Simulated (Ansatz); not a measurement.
Species: C₇H₁₃, net charge 0, doublet state. It need not be the lowest isomer of its formula. 
Geometry from a B3LYP-D3(BJ)/def2-TZVP (Ansatz, a program for electronic structure) optimisation:
SMILES: C([CH2])CCCC=C
```xyz
20

C      3.7164    -0.1808     0.2294
C      2.3537    -0.7673     0.1924
C      1.2473     0.2537    -0.0810
C     -0.1495    -0.3590    -0.0820
C     -1.2548     0.6687    -0.3504
C     -2.6193     0.0552    -0.3951
C     -3.6199     0.3504     0.4246
H      3.8641     0.8559     0.5023
H      4.5942    -0.8000     0.1062
H      2.3113    -1.5675    -0.5562
H      2.1345    -1.2692     1.1502
H      1.4359     0.7381    -1.0443
H      1.2974     1.0451     0.6746
H     -0.3405    -0.8445     0.8801
H     -0.2002    -1.1496    -0.8385
H     -1.2268     1.4488     0.4158
H     -1.0475     1.1608    -1.3082
H     -2.7722    -0.7025    -1.1607
H     -3.5109     1.0970     1.2037
H     -4.5830    -0.1377     0.3472
```
Charge 0, spin multiplicity 2.

Parts of the frozen-core correlation energy in 6-31G (Ansatz, hartree). Frozen orbitals: 7; correlated occupied orbitals by spin: 21 and 20; virtual: 61 and 62. Open shells are spin-unrestricted. Spin-orbit coupling is left out. No relativistic terms.

| term | value |
|---|---|
| reference (HF) | -272.47190 |
| MP2 opposite-spin | -0.47739 |
| MP2 same-spin | … |
| CCSD correlation | … |
| (T) | … |
| T1 diagnostic | 0.010 |
| largest doubles amplitude | 0.137 |
| <S^2> of the reference | 0.773 |

Task: Fill in the missing entries.

Result: 
- MP2 same-spin, value: -0.13198
- CCSD correlation, value: -0.69416
- (T), value: -0.01751
